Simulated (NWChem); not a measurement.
System: C₅H₅, doublet; SMILES [C]1C=CCC=1

NWChem printed, in part:

```
             Northwest Computational Chemistry Package (NWChem) 7.3.0
             --------------------------------------------------------

                             Geometry "geometry" -> ""
                             -------------------------

 Output coordinates in angstroms (scale by  1.889725989 to convert to a.u.)

  No.       Tag          Charge          X              Y              Z
 ---- ---------------- ---------- -------------- -------------- --------------
    1 C                    6.0000     1.25764200     0.11137700     0.00000000
    2 C                    6.0000     0.45957400     1.18305900     0.00000000
    3 C                    6.0000    -0.96338300     0.64402800     0.00000000
    4 C                    6.0000    -0.78255300    -0.85719500     0.00000000
    5 C                    6.0000     0.53493000    -1.15731500     0.00000000
    6 H                    1.0000     0.71824100     2.23415300     0.00000000
    7 H                    1.0000    -1.52620000     0.98578400     0.88172900
    8 H                    1.0000    -1.52620000     0.98578400    -0.88172900
    9 H                    1.0000    -1.60839400    -1.56080600     0.00000000
   10 H                    1.0000     0.98701400    -2.14180400     0.00000000

 Effective nuclear repulsion energy (a.u.)     147.9681086940

                                 NWChem DFT Module
                                 -----------------

 Summary of "ao basis" -> "ao basis" (spherical)
 ------------------------------------------------------------------------------
       Tag                 Description            Shells   Functions and Types
 ---------------- ------------------------------  ------  ---------------------
 C                          def2-svp                 6       14   3s2p1d
 H                          def2-svp                 3        5   2s1p

 in cosmo_initialize ...
 calling solv_data for solv:h2o

 solvent parameters
 solvname_short: h2o
 solvname_long:  water
 dielec:       78.4000
 dielecinf:     1.7769
 aqueous SMD model solvent descriptors
 dielec:       78.4000
 sola:          0.8200

          ---------------
          -cosmo- solvent
          ---------------
 Cosmo: York-Karplus, doi: 10.1021/jp992097l
 dielectric constant -eps-     =  78.40
 screen = (eps-1)/(eps    )    =   0.98724
 surface charge correction     = lagrangian

   van der Waals surface
 --------------------------

 ---------- ATOMIC COORDINATES (A.U.) ------------ VDWR(ANG.) --
     1    2.37659877    0.21047201    0.00000000     1.850
     2    0.86846893    2.23565734    0.00000000     1.850
     3   -1.82052989    1.21703645    0.00000000     1.850
     4   -1.47881074   -1.61986367    0.00000000     1.850
     5    1.01087112   -2.18700823    0.00000000     1.850
     6    1.35727868    4.22193699    0.00000000     1.200
     7   -2.88409980    1.86286164    1.66622621     1.200
     8   -2.88409980    1.86286164   -1.66622621     1.200
     9   -3.03942394   -2.94949566    0.00000000     1.200
    10    1.86518601   -4.04742268    0.00000000     1.200
 number of segments per atom =        128
 number of   points per atom =        128
 atom (   nspa,  nppa )
 ----------------------
    1 (     62,     0 )       0
    2 (     52,     0 )       0
    3 (     46,     0 )       0
    4 (     52,     0 )       0
    5 (     52,     0 )       0
    6 (     52,     0 )       0
    7 (     54,     0 )       0
    8 (     54,     0 )       0
    9 (     54,     0 )       0
   10 (     52,     0 )       0
 number of -cosmo- surface points =      530
 molecular surface =    103.034 angstrom**2
 molecular volume  =     85.034 angstrom**3
 -lineq- algorithm             =   0
 -bem- low  level              =   3
 -bem- from -octahedral-
 gaussian surface charge width =   4.50000
 degree of switching           =   1.00000
 switching function tolerance  =   0.00010
 atomic radii =
 --------------
    1  6.000  1.850
    2  6.000  1.850
    3  6.000  1.850
    4  6.000  1.850
    5  6.000  1.850
    6  1.000  1.200
    7  1.000  1.200
    8  1.000  1.200
    9  1.000  1.200
   10  1.000  1.200
 ...... end of -cosmo- initialization ......

 nat:                    10
 ixmem:                  5529
 calling mnsol_interface()
 G(SMD-CDS) energy (kcal/mol)  =     2.681
 SMD-CDS SASA (angstrom**2)    =   128.596

            General Information
            -------------------
          SCF calculation type: DFT
          Wavefunction type:  spin polarized.
          No. of atoms     :    10
          No. of electrons :    35
           Alpha electrons :    18
            Beta electrons :    17
          Charge           :     0
          Spin multiplicity:     2
          Use of symmetry is: off; symmetry adaption is: off
          Maximum number of iterations: 150
          AO basis - number of functions:    95
                     number of shells:    45
          Convergence on energy requested:  1.00D-06
          Convergence on density requested:  1.00D-05
          Convergence on gradient requested:  5.00D-04

              XC Information
              --------------
                         PBE0 Method XC Functional
                     Hartree-Fock (Exact) Exchange  0.250
          PerdewBurkeErnzerhof Exchange Functional  0.750
            Perdew 1991 LDA Correlation Functional  1.000 local
           PerdewBurkeErnz. Correlation Functional  1.000 non-local

             Grid Information
             ----------------
          Grid used for XC integration:  medium
          Radial quadrature: Mura-Knowles
          Angular quadrature: Lebedev.
          Tag              B.-S. Rad. Rad. Pts. Rad. Cut. Ang. Pts.
          ---              ---------- --------- --------- ---------
          C                   0.70       49          10.0       434
          H                   0.35       45          11.0       434
          Grid pruning is: on
          Number of quadrature shells:   470
          Spatial weights used:  Erf1

      Superposition of Atomic Density Guess
      -------------------------------------

 Sum of atomic energies:        -190.62044769

      Non-variational initial energy
      ------------------------------

 Total energy =    -193.984580
 1-e energy   =    -547.314879
 2-e energy   =     205.362190
 HOMO         =      -0.193238
 LUMO         =      -0.024827

[...]

                                COSMO-SMD solvation results
                                ---------------------------

             internal energy in gas <Psi(g)|H|Psi(g)> =      -193.037793194238
         internal energy in solvent <Psi(s)|H|Psi(s)> =      -193.036564111527
                               delta internal energy  =         0.001229082711 (    0.77 kcal/mol)
   total free energy in solvent <Psi(s)|H+V/2|Psi(s)> =      -193.043298437334
 polarization energy contribution <Psi(s)|V/2|Psi(s)> =        -0.006734325807 (   -4.23 kcal/mol)
    total free energy in solvent including G(SMD-CDS) =      -193.039026062973
                       G(SMD-CDS) energy contribution =         0.004272374361 (    2.68 kcal/mol)
     1 M fixed-concentration free energy of solvation =        -0.001232868735 (   -0.77 kcal/mol)

                    DFT Final Alpha Molecular Orbital Analysis
                    ------------------------------------------

 Vector   16  Occ=1.000000D+00  E=-3.319553D-01
              MO Center=  2.6D-01, -7.9D-02,  6.6D-10, r^2= 2.7D+00
   Bfn.  Coefficient  Atom+Function         Bfn.  Coefficient  Atom+Function
  ----- ------------  ---------------      ----- ------------  ---------------
     6      0.342612   1 C  pz               62      0.308838   5 C  pz
     9      0.217646   1 C  pz               34     -0.210528   3 C  pz
    65      0.196863   5 C  pz               76     -0.184746   7 H  s
    81      0.184746   8 H  s                20      0.156307   2 C  pz
    48      0.152200   4 C  pz               77     -0.096177   7 H  s

 Vector   17  Occ=1.000000D+00  E=-2.762158D-01
              MO Center=  1.1D+00,  1.8D-01, -2.9D-10, r^2= 2.1D+00
   Bfn.  Coefficient  Atom+Function         Bfn.  Coefficient  Atom+Function
  ----- ------------  ---------------      ----- ------------  ---------------
     4      0.541045   1 C  px                7      0.385872   1 C  px
     3      0.301049   1 C  s                32      0.211258   3 C  px
    18     -0.182733   2 C  px               31      0.157651   3 C  s
     2      0.149573   1 C  s                35      0.149497   3 C  px
    60     -0.143074   5 C  px               46      0.117010   4 C  px

 Vector   18  Occ=1.000000D+00  E=-2.479042D-01
              MO Center=  1.6D-01, -1.1D-01,  4.4D-10, r^2= 2.6D+00
   Bfn.  Coefficient  Atom+Function         Bfn.  Coefficient  Atom+Function
  ----- ------------  ---------------      ----- ------------  ---------------
    48     -0.361313   4 C  pz               20      0.332921   2 C  pz
    51     -0.282284   4 C  pz                6      0.258795   1 C  pz
    23      0.254626   2 C  pz               62     -0.250064   5 C  pz
     9      0.192257   1 C  pz               65     -0.189756   5 C  pz

 Vector   19  Occ=0.000000D+00  E=-2.539874D-02
              MO Center=  3.9D-03,  1.7D-02, -2.5D-10, r^2= 3.2D+00
   Bfn.  Coefficient  Atom+Function         Bfn.  Coefficient  Atom+Function
  ----- ------------  ---------------      ----- ------------  ---------------
    51      0.467759   4 C  pz               23      0.456819   2 C  pz
    48      0.351904   4 C  pz               20      0.345939   2 C  pz
    65     -0.330211   5 C  pz                9     -0.283406   1 C  pz
    62     -0.248068   5 C  pz               77     -0.223271   7 H  s
    82      0.223271   8 H  s                 6     -0.220809   1 C  pz

 Vector   20  Occ=0.000000D+00  E= 7.077771D-02
              MO Center=  5.4D-01, -2.3D-01, -6.5D-10, r^2= 3.0D+00
   Bfn.  Coefficient  Atom+Function         Bfn.  Coefficient  Atom+Function
  ----- ------------  ---------------      ----- ------------  ---------------
     9      0.688309   1 C  pz               65     -0.682937   5 C  pz
    23     -0.510521   2 C  pz               51      0.451233   4 C  pz
     6      0.396448   1 C  pz               62     -0.376664   5 C  pz
    20     -0.263299   2 C  pz               48      0.233387   4 C  pz

 Vector   21  Occ=0.000000D+00  E= 9.485914D-02
              MO Center= -1.1D+00,  4.3D-01, -1.8D-09, r^2= 7.3D+00
   Bfn.  Coefficient  Atom+Function         Bfn.  Coefficient  Atom+Function
  ----- ------------  ---------------      ----- ------------  ---------------
    31      2.373724   3 C  s                77     -1.139107   7 H  s
    82     -1.139107   8 H  s                87     -0.865890   9 H  s
    72     -0.801048   6 H  s                92     -0.664615  10 H  s
    59      0.506991   5 C  s                22      0.489512   2 C  py
    50     -0.491259   4 C  py               21      0.317153   2 C  px

                     DFT Final Beta Molecular Orbital Analysis
                     -----------------------------------------

 Vector   15  Occ=1.000000D+00  E=-3.781878D-01
              MO Center= -4.2D-01, -3.4D-01,  1.0D-10, r^2= 2.8D+00
   Bfn.  Coefficient  Atom+Function         Bfn.  Coefficient  Atom+Function
  ----- ------------  ---------------      ----- ------------  ---------------
    33      0.352975   3 C  py               47     -0.351579   4 C  py
    86      0.233096   9 H  s                18     -0.200681   2 C  px
    91     -0.199318  10 H  s                61      0.192919   5 C  py
    36      0.169670   3 C  py                5     -0.158832   1 C  py
     3      0.139491   1 C  s                21     -0.122493   2 C  px

 Vector   16  Occ=1.000000D+00  E=-3.225170D-01
              MO Center=  1.9D-01, -1.6D-01,  3.2D-10, r^2= 2.8D+00
   Bfn.  Coefficient  Atom+Function         Bfn.  Coefficient  Atom+Function
  ----- ------------  ---------------      ----- ------------  ---------------
    62      0.335246   5 C  pz                6      0.292859   1 C  pz
    65      0.227117   5 C  pz               34     -0.204253   3 C  pz
    76     -0.185519   7 H  s                81      0.185519   8 H  s
     9      0.175168   1 C  pz               48      0.175886   4 C  pz
    20      0.164813   2 C  pz               23      0.105914   2 C  pz

 Vector   17  Occ=1.000000D+00  E=-2.459754D-01
              MO Center=  2.0D-01,  7.3D-02,  9.9D-11, r^2= 2.6D+00
   Bfn.  Coefficient  Atom+Function         Bfn.  Coefficient  Atom+Function
  ----- ------------  ---------------      ----- ------------  ---------------
    20      0.387970   2 C  pz               48     -0.329669   4 C  pz
    23      0.311334   2 C  pz               51     -0.258457   4 C  pz
    62     -0.236081   5 C  pz                6      0.231444   1 C  pz
    65     -0.174426   5 C  pz                9      0.157373   1 C  pz

 Vector   18  Occ=0.000000D+00  E=-8.018087D-02
              MO Center=  1.4D+00,  1.3D-01,  3.4D-10, r^2= 1.9D+00
   Bfn.  Coefficient  Atom+Function         Bfn.  Coefficient  Atom+Function
  ----- ------------  ---------------      ----- ------------  ---------------
     3      0.625399   1 C  s                 4      0.478892   1 C  px
    31      0.385546   3 C  s                 7      0.356401   1 C  px
    17     -0.251960   2 C  s                59     -0.210336   5 C  s
    45      0.201570   4 C  s                35      0.190963   3 C  px
    87     -0.149231   9 H  s                32      0.145044   3 C  px

 Vector   19  Occ=0.000000D+00  E=-2.232995D-02
              MO Center= -5.9D-02, -1.8D-01, -2.9D-10, r^2= 3.2D+00
   Bfn.  Coefficient  Atom+Function         Bfn.  Coefficient  Atom+Function
  ----- ------------  ---------------      ----- ------------  ---------------
    51      0.516917   4 C  pz               23      0.393179   2 C  pz
    48      0.384610   4 C  pz               65     -0.364285   5 C  pz
    20      0.300293   2 C  pz                9     -0.267556   1 C  pz
    62     -0.262020   5 C  pz                6     -0.221280   1 C  pz
    77     -0.216003   7 H  s                82      0.216003   8 H  s

 Vector   20  Occ=0.000000D+00  E= 8.734795D-02
              MO Center=  6.5D-01, -1.6D-01, -8.1D-10, r^2= 2.9D+00
   Bfn.  Coefficient  Atom+Function         Bfn.  Coefficient  Atom+Function
  ----- ------------  ---------------      ----- ------------  ---------------
     9      0.740675   1 C  pz               65     -0.659015   5 C  pz
    23     -0.519635   2 C  pz                6      0.426697   1 C  pz
    51      0.412905   4 C  pz               62     -0.358825   5 C  pz
    20     -0.262794   2 C  pz               48      0.199448   4 C  pz
    37      0.030386   3 C  pz

   alpha - beta orbital overlaps
   -----------------------------

   alpha      1      2      3      4      5      6      7      8      9     10
    beta      2      1      3      4      5      6      7      8      9     10
 overlap   0.997  1.000  0.987  0.989  0.998  0.998  0.991  0.986  0.998  0.997

   alpha     11     12     13     14     15     16     17     18     19     20
    beta     11     12     13     14     15     16     18     17     19     20
 overlap   0.973  1.000  0.989  0.987  0.990  0.996  0.969  0.994  0.994  0.995

   alpha     21     22     23     24     25     26     27     28     29     30
    beta     21     22     23     24     25     26     27     28     29     30
 overlap   0.998  1.000  0.998  1.000  0.998  0.997  0.998  0.993  0.988  0.955

   alpha     31     32     33     34     35     36     37     38     39     40
    beta     31     32     33     34     35     36     38     37     39     40
 overlap   0.898  0.959  0.915  0.997  0.935  0.725  0.723  0.989  0.984  0.978

[...]
```

Level: PBE0/def2-SVP, spin-unrestricted, SMD on the gas-phase geometry. In the optimisation the excess spin sits in a' (Cs, its own frame). The geometry was optimised at B3LYP/6-31G* (spherical d), spin-unrestricted. No stability test was run on the SCF state. Solvent: water.

Q: Write an input that gives this output.

A: This is not unique; one that fits is the input that was run:
```
start job
memory heap 200 mb stack 900 mb global 1100 mb
geometry units angstroms noautosym nocenter noautoz
  C      1.257642     0.111377     0.000000
  C      0.459574     1.183059     0.000000
  C     -0.963383     0.644028     0.000000
  C     -0.782553    -0.857195     0.000000
  C      0.534930    -1.157315     0.000000
  H      0.718241     2.234153     0.000000
  H     -1.526200     0.985784     0.881729
  H     -1.526200     0.985784    -0.881729
  H     -1.608394    -1.560806     0.000000
  H      0.987014    -2.141804     0.000000
end
basis spherical
  * library def2-svp
end
dft
  odft
  mult 2
  xc pbe0
  iterations 150
end
cosmo
  do_cosmo_smd true
  solvent water
end
task dft energy
```
